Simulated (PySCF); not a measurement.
A structure optimised at PBE0-D3(BJ)/def2-SVP, used in a PySCF frequency run:

```xyz
7

Mg     0.0000     0.0000    -0.6024
Br     0.0000     0.0000     1.7428
O      0.0000     0.0000    -2.3624
C      0.0000     0.0000    -3.7357
H     -0.8894    -0.5135    -4.1516
H      0.0000     1.0270    -4.1516
H      0.8894    -0.5135    -4.1516
```
Charge 0, spin multiplicity 1.

Task: Write its SMILES, formula and point group.

Result: C[O][Mg][Br], CH3BrMgO, C3v

Task: What are its rotational constants (standard atomic weights)?

Result: 158.45, 0.90938, 0.90938 GHz
